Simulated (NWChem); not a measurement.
System: NH₂SeF; SMILES F[Se]N

Here is an NWChem input.

```
start job
memory heap 200 mb stack 900 mb global 1100 mb
geometry units angstroms noautoz
  Se     0.377387     0.016423     0.000000
  F     -0.539606    -1.522035     0.000000
  N     -0.887701     1.249342     0.000000
  H     -1.427414     1.380968     0.850310
  H     -1.427414     1.380968    -0.850310
end
basis spherical
  * library def2-svp
end
dft
  xc xcamb88 1.00 lyp 0.81 vwn_5 0.19 hfexch 1.00
  cam 0.33 cam_alpha 0.19 cam_beta 0.46
  iterations 150
  vectors input atomic output neutral.movecs
end
task dft energy
charge 1
dft
  odft
  mult 2
  vectors input atomic output cation.movecs
end
task dft energy
```

The geometry was optimised at PBE0/def2-SVP.

Ions are spin-unrestricted doublets at the neutral geometry; other ion states weren't tried.

Q: What results follow from this input? (CAM-B3LYP/def2-SVP, vertical spin-unrestricted ions.) Quantities: vertical ionisation energy, ΔSCF (eV); −ε(HOMO) (eV).

A: 
- vertical ionisation energy, ΔSCF (eV): 9.24
- −ε(HOMO) (eV): 7.78
